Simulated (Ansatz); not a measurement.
C$_{2}$H$_{8}$BN at its PBE0-D4/def2-TZVP geometry, where that method's forces vanish. Total charge 0; spin multiplicity 1. The bonds changed during the relaxation, so this is another structure than the one it started from.

```xyz
12

B    -0.0971   -0.9971    1.6927
C     0.3015   -0.0165    0.5646
N    -0.2744    0.0512   -0.5964
C     0.0441    0.9435   -1.6880
H     0.9244   -1.6065    1.9775
H    -1.0241   -1.7087    1.3485
H     1.1157    0.7049    0.6776
H    -0.3420   -0.2919    2.6623
H    -1.0350   -0.6043   -0.7368
H     0.8753    1.5822   -1.3935
H    -0.8169    1.5690   -1.9330
H     0.3285    0.3741   -2.5754
```

(1) What forces (eV/Å) does B3LYP-D4/def2-TZVPP give on these atoms in the Gaussian-basis code of Ansatz? (Estimate.)

Results:

(1) The calculation gave: 
```
B1   0.003 -0.067  0.130
C2   0.154  0.087  0.113
N3  -0.143 -0.152  0.026
C4   0.070  0.198 -0.244
H5  -0.060  0.008 -0.005
H6   0.059  0.043  0.027
H7  -0.054 -0.054  0.004
H8  -0.005 -0.050 -0.033
H9  -0.009  0.001 -0.017
H10 -0.046 -0.027 -0.032
H11  0.046 -0.026 -0.001
H12 -0.015  0.039  0.033
```

B3LYP here is the variant with VWN-RPA as its local correlation; programs differ in this.
